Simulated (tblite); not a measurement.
Species: CH₇GeNS.
Structure used (GFN2-xTB), in Å, numbered top down from 1:
```
atom  x, y, z in Å
C1    -1.5502   -0.3691    0.2678
N2    -0.6063    0.4069   -0.5182
Ge3    1.0643    0.7745    0.0808
S4     2.3380   -1.0021    0.5171
H5    -1.4386   -0.0886    1.3149
H6    -2.5692   -0.1371   -0.0460
H7    -1.3959   -1.4507    0.1849
H8    -0.6973    0.1967   -1.5028
H9     1.6795    1.6416   -0.9850
H10    0.8999    1.4945    1.3866
H11    2.2811   -1.4640   -0.7260
```

Computed values, GFN2-xTB/tblite, gas phase, harmonic and unscaled. The method is semi-empirical: single wavenumbers can be off by several per cent or more. Modes of hydrogen on germanium and sulfur can be 10 to 20 % off. One conformer, not necessarily the lowest.

Harmonic wavenumbers (cm⁻¹): 65.7, 120.1, 125.1, 189.3, 237.6, 365.8, 418.8, 494.5, 585.3, 647.5, 665.5, 734.3, 778.5, 1045.9, 1095.6, 1116.4, 1320.6, 1420.3, 1484.5, 1495.4, 1928.3, 2009.8, 2420.9, 2907.4, 2978.7, 3000.6, 3400.3.

A = 5551, B = 2250, C = 1736 MHz; mass 138.951 u (most abundant isotopes); point group C1, symmetry number 1.

Question: What is the zero-point energy?

Answer: ½Σν̃ = 16526 cm⁻¹ = 47.25 kcal/mol.

Question: Entropy at 500 K, 1 bar (ideal gas, RRHO, classical rotation)?

Answer: Translation 43.29, rotation 28.64, vibration 31.27: S = 103.2 cal/(mol K).

Question: And Cp and H(500 K) − H(0)?

Answer: Cp = 35.96 cal/(mol K), of which vibrations give 28.01 (their classical limit is 27 R = 53.7); H(500 K) − H(0) = 11.85 kcal/mol without the zero-point energy, 7.88 from vibrations.

Question: Blend soft modes into free rotors: weight 1/[1 + (100 cm⁻¹/ν̃)⁴] for the oscillator and the rest for a rotor with moment μB/(μ + B), μ = h/(8π²ν), B = 10⁻⁴⁴ kg m². What vibrational entropy results?

Answer: 29.39 cal/(mol K) in place of 31.27, which changes −T·S at 500 K by +0.94 kcal/mol.

Question: How do the functions run with temperature in this model?

Answer: 
| T (K) | S (cal/(mol K)) | Cp (cal/(mol K)) | H − H(0) (kcal/mol) | G − H(0) (kcal/mol) | ln q(vib) |
| --- | --- | --- | --- | --- | --- |
| 50 | 55.2 | 11.3 | 0.46 | -2.31 | 0.23 |
| 100 | 64.4 | 15.4 | 1.13 | -5.31 | 0.98 |
| 298.15 | 86.9 | 27.3 | 5.42 | -20.49 | 4.46 |
| 373.15 | 93.4 | 30.9 | 7.60 | -27.26 | 5.73 |
| 750 | 119.3 | 43.2 | 21.82 | -67.62 | 11.55 |
| 1000 | 132.4 | 48.2 | 33.28 | -99.13 | 14.91 |

q(vib) and H(0) count from the zero-point level.

Hindered rotation and anharmonicity are outside this model. Other conformers, if any are populated, would add a mixing term that is left out. The structure is chiral; the term R ln 2 for an equal mix with its mirror image is left out.

Hardware: one thread, Arm Neoverse V1, no GPU (shared host). The figure is for the frequency step alone.
